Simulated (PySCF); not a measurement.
**Simulated characterisation data**

[PySCF 2.14.0 with density-fitted response routines: coordinates at the GFN2-xTB level; NMR shieldings at PBE0/pcSseg-1/GIAO; relativity neglected; one computed conformer; fast rotation and ring inversion assumed for equivalent nuclei; in vacuum]

Scale: ¹H, ¹³C against TMS (reference shieldings calculated alike). Where no couplings were computed, multiplicities follow the n + 1 count of equivalent neighbours, and m marks all less simple cases (inequivalent or close neighbours, rings, F or P nearby). Shifts are as computed. Against solution values, carbons near 30 ppm lie about +3 ppm off and those near 130 ppm about +5 ppm. Of 1309 compounds with measured shifts, 239 miss one by over three times the rms of a fit or turn the order of signals round; such compounds aren't used in these exercises. OH and NH positions are gas-phase values without hydrogen bonding to other molecules.

**1.** `C1[Si@@H](C(=C)C)[C@H]1[SiH](O)O`, C5H12O2Si2. ¹H NMR (600 MHz, computed): δ 6.32 (br s, 1H), 5.94 (br s, 1H), 5.55 (d, 1H), 3.61 (m, 1H), 2.28 (s, 3H), 1.55 (br s, 1H), 1.25 (br s, 1H), 0.77 (m, 1H), 0.76 (m, 1H), -0.40 (m, 1H). ¹³C{¹H} NMR (computed): δ 149.9, 138.7, 26.5, 4.2, -4.0.

**2.** `InChI=1S/C5H12O2Si2/c1-4(2)5(8)9-7-3-6/h3H,9H2,1-2,8H3`. ¹H NMR (600 MHz, computed): δ 8.09 (s, 1H), 5.40 (s, 2H), 4.32 (s, 3H), 2.26 (s, 3H), 2.07 (s, 3H). ¹³C{¹H} NMR (computed): δ 177.1 (C), 165.4 (CH), 125.2 (C), 33.0 (CH3), 26.4 (CH3).
